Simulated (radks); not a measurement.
In2+, configuration [Kr] 4d10 5s1. Calculated with a radial shooting solver on a logarithmic mesh with Libxc functionals: non-relativistic Kohn-Sham, PBE, spin-polarised, spherical densities, point nucleus; open shells are filled with parallel spins first (spin-orbit coupling, left out, can overturn this in heavy ions); relativity is left out, which matters for an element this heavy.

X-ray form factor f0, the Fourier transform of the density (f0(0) = 47):

sin(theta)/lambda (1/angstrom)  f0 (electrons)
0.05                                    46.409
0.1                                     44.769
0.15                                    42.404
0.2                                     39.664
0.25                                    36.823
0.3                                     34.058
0.4                                     29.138
0.5                                     25.261
0.6                                     22.370
0.8                                     18.556
1                                       15.866
1.25                                    12.892
1.5                                     10.298
2                                        6.924
